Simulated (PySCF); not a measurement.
**Worked example: entropy of an ideal gas**

BFH, SMILES [BH]F (connectivity only; charge and spin as stated), charge +1, multiplicity 1.

The structure is a stationary point at PBE-D3(BJ)/def2-TZVPD. The multiplicity is an assumed one; other spin states were not compared. The isomer is the one that the SMILES or the coordinates give; other isomers of the formula were not compared.

PBE-D3(BJ)/def2-TZVPD (PySCF) gives the harmonic wavenumbers 713, 713, 1597, 2777 cm⁻¹ and the rotational temperature 1.7227 K. The molar mass is 30.82 g/mol, the symmetry number 1, the spin multiplicity 1.

Q: Work out the entropy at 298.15 K and 1 atm in the rigid-rotor, harmonic-oscillator model.

A: 
Translation (Sackur–Tetrode at 1 atm): S = R[1.5 ln M + 2.5 ln T − 1.16487] = 151.5 J/(mol K).
Rotation: q = T/(σ θ) = 173, S = R[ln q + 1] = 51.2 J/(mol K).
Vibration: with u = 1.4388 ν/T, each mode gives R[u/(e^u − 1) − ln(1 − e^−u)]:
```csv
ν (cm⁻¹),modes,u,S (J/(mol K))
713,2,3.44,2.44
1597,1,7.71,0.03
```
The stiffer modes add less than 0.005 each. Sum 2.5 J/(mol K).
Spin: R ln 1 = 0.0 J/(mol K).
Total 205.1 J/(mol K); the program's own thermochemistry gives 205.1. Translation makes up 74 % and vibration 1 %. Anharmonicity, hindered rotation and orbital degeneracy are left out.
